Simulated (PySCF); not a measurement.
C2H8FNSi2, SMILES C=C[SiH2][Si@H](N)F. Atoms are numbered in the order given.

```xyz
14

C      2.9392     1.1321    -0.5034
C      2.2588     0.0038    -0.2593
Si     0.5791    -0.3878    -0.9929
Si    -1.1046    -0.4122     0.6405
N     -2.6319    -0.4800    -0.1443
F     -0.8938     0.9396     1.5520
H      2.5574     1.9028    -1.1824
H      3.9083     1.3396    -0.0357
H      2.6996    -0.7243     0.4354
H      0.2375     0.6538    -2.0111
H      0.5962    -1.7225    -1.6680
H     -1.0472    -1.5506     1.5978
H     -2.8361     0.1096    -0.9453
H     -3.4799    -0.7192     0.3615
```

The structure is a stationary point at B3LYP-D3(BJ)/def2-SVP. The structure was generated by enumeration; whether it is a known compound was not checked. The values are those of a single conformer.

The numbers are results of HF/def2-TZVP (PySCF), not measurements.

Atomic charges (e):

| atom | IAO | Mulliken |
|---|---|---|
| C1 | -0.24 | -0.22 |
| C2 | [?] | -0.34 |
| Si3 | 0.60 | 0.25 |
| Si4 | [?] | 0.78 |
| N5 | -0.90 | -0.75 |
| F6 | -0.61 | -0.44 |
| H7 | 0.13 | 0.13 |
| H8 | 0.14 | 0.13 |
| H9 | 0.14 | 0.12 |
| H10 | [?] | -0.06 |
| H11 | [?] | -0.05 |
| H12 | [?] | -0.07 |
| H13 | [?] | 0.26 |
| H14 | [?] | 0.26 |

Complete the blanks. (The exact figures need the calculation; the answer reports its results.)


- C2, IAO: -0.45
- Si4, IAO: 1.19
- H10, IAO: -0.17
- H11, IAO: -0.17
- H12, IAO: -0.20
- H13, IAO: 0.27
- H14, IAO: 0.27

Computed Mayer and Wiberg (Löwdin basis) orders of the bonds:
```
bond     Mayer  Wiberg
-------  -----  ------
C1–C2     1.94    2.21
C2–Si3    0.95    1.13
Si3–Si4   0.97    1.01
Si4–N5    1.10    1.54
Si4–F6    0.91    1.56
C1–H7     0.97    0.90
C1–H8     0.97    0.90
C2–H9     0.95    0.85
Si3–H10   0.96    0.92
Si3–H11   0.96    0.92
Si4–H12   0.96    0.93
N5–H13    0.91    0.96
N5–H14    0.91    0.96
```
